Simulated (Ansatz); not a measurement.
`CCCC#CCCCC` + H₂ → `C#CCCCC` + `CCC`  (hydrogenolysis of a C–C bond)

Computed with Ansatz on PBE0-D4/def2-TZVP structures; ΔE is electronic, products minus reactants. CBS: MP2 limit from def2 TZ/QZ plus the TZ coupled-cluster correction, frozen cores. This one scheme is used for every species. DFT in def2-TZVPP. One conformer a species, not always the lowest.

| level | ΔE (eV) |
| --- | --- |
| r2SCAN-D4 | -0.37 |
| BHLYP-D4 | -0.44 |
| B2PLYP | -0.47 |
| BHLYP | -0.55 |
| RPA@PBE/def2-TZVPP | -0.40 |
| HF/def2-TZVPP | -0.65 |
| HF/def2-QZVPP | -0.65 |
| MP2/CBS(def2) | -0.32 |

**Question.** What does CCSD(T)/CBS give? (Best estimate.)

**Answer.** Computed: -0.40 eV. The listed levels differ from it by 0.03, -0.04, -0.07, -0.15, 0.00, -0.25, -0.25, 0.08 eV.

Largest T1 diagnostic among the species: 0.010.

The D4 term adds +0.14 eV with B3LYP and +0.09 eV with PBE0; it sums over pairs of atoms, weighted by their polarisabilities, and B3LYP, whose exchange is more repulsive, gets the larger term. In def2-TZVPP, CCSD(T) changes the Hartree–Fock value by +0.24 eV (the triples alone add +0.05 eV) and MP2 by +0.32 eV.

B3LYP here is the variant with VWN-RPA as its local correlation; programs differ in this.
